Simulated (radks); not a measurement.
The carbon ion C+, configuration [He] 2s2 2p1.

Method: non-relativistic Kohn-Sham, PBE, spin-polarised, spherical densities, point nucleus; open shells are filled with parallel spins first; computed with a radial shooting solver on a logarithmic mesh with Libxc functionals.

Energy parts (eV):
total: -1016.743
kinetic: 1013.838
electron-nucleus: -2308.543
Hartree: 407.936
exchange-correlation: -129.975

Orbitals (lengths in bohr, moments of r in powers of bohr; <r^-3> diverges for s and p1/2):
orbital  occ.  eigenvalue (eV)     <r>    <r^4>  <r^-3>
1s up       1        -288.3772  0.2709  0.02618       -
1s down     1        -287.8264  0.2705  0.02595       -
2s up       1         -26.4934   1.454    11.57       -
2s down     1         -24.7011   1.477    12.55       -
2p up       1         -17.7300   1.487    16.44   2.282
2p down     0         -16.0141   1.529    18.97   2.203

The highest occupied level is 2p up at -17.730 eV. For comparison, the ionisation energy in NIST's Atomic Spectra Database is 24.383 eV (measured). In exact Kohn-Sham theory the highest level is minus the ionisation energy, but local and semilocal functionals leave it too shallow, through self-interaction and a potential that decays too fast; potentials with the right tail come closer. The density falls to 0.001 e/bohr^3 at r = 3.17 bohr. Spin moment in Bohr magnetons: 1. The spin density at the nucleus is -0.0227 e/bohr^3 (1s -0.1336, 2s 0.1108), a Fermi contact field of -1.19 T.
